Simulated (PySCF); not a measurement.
**Correlation energy of Be⁺ (beryllium, charge +1)**

[He] 2s1, 2S determinant. All numbers are calculated (PySCF 2.14, the spin-free X2C one-electron Hamiltonian (Gaussian nucleus), in aug-cc-pCVTZ-DK (7s6p4d2f, 59 functions)). Frozen: nothing; 3 electrons correlated.

```csv
level,correlation energy (mhartree)
CCSD,-43.22
(T),-0.02
CCSD(T),-43.24
```

Diagnostics: T1 = 0.0015, D1 = 0.0036, largest double amplitude 0.016.

Cost of the coupled-cluster step: roughly 2.7 core-seconds, for 3 correlated electrons.

Iterations:

```
CC2 = 0
CCSD nocc = (np.int64(2), np.int64(1)), nmo = (59, 59)
frozen orbitals [[], []]
max_cycle = 100
direct = 0
conv_tol = 1e-08
conv_tol_normt = 1e-06
diis_space = 8
diis_start_cycle = 0
Init t2, MP2 energy = -0.0397423412242582
Init E_corr(UCCSD) = -0.0397423412243976
cycle = 1  E_corr(UCCSD) = -0.0428348904161591  dE = -0.00309254919  norm(t1,t2) = 0.00484989
cycle = 2  E_corr(UCCSD) = -0.0431673500162835  dE = -0.0003324596  norm(t1,t2) = 0.00114447
cycle = 3  E_corr(UCCSD) = -0.0432295022912367  dE = -6.2152275e-05  norm(t1,t2) = 0.000389183
cycle = 4  E_corr(UCCSD) = -0.0432182907872886  dE = 1.12115039e-05  norm(t1,t2) = 4.37482e-05
cycle = 5  E_corr(UCCSD) = -0.04321873673294  dE = -4.45945651e-07  norm(t1,t2) = 3.11938e-06
cycle = 6  E_corr(UCCSD) = -0.0432187451251291  dE = -8.39218905e-09  norm(t1,t2) = 1.87145e-07
UCCSD converged
E(UCCSD) = -14.32298961404947  E_corr = -0.04321874512512907
UCCSD(T) correction = -2.09199745529593e-05
```
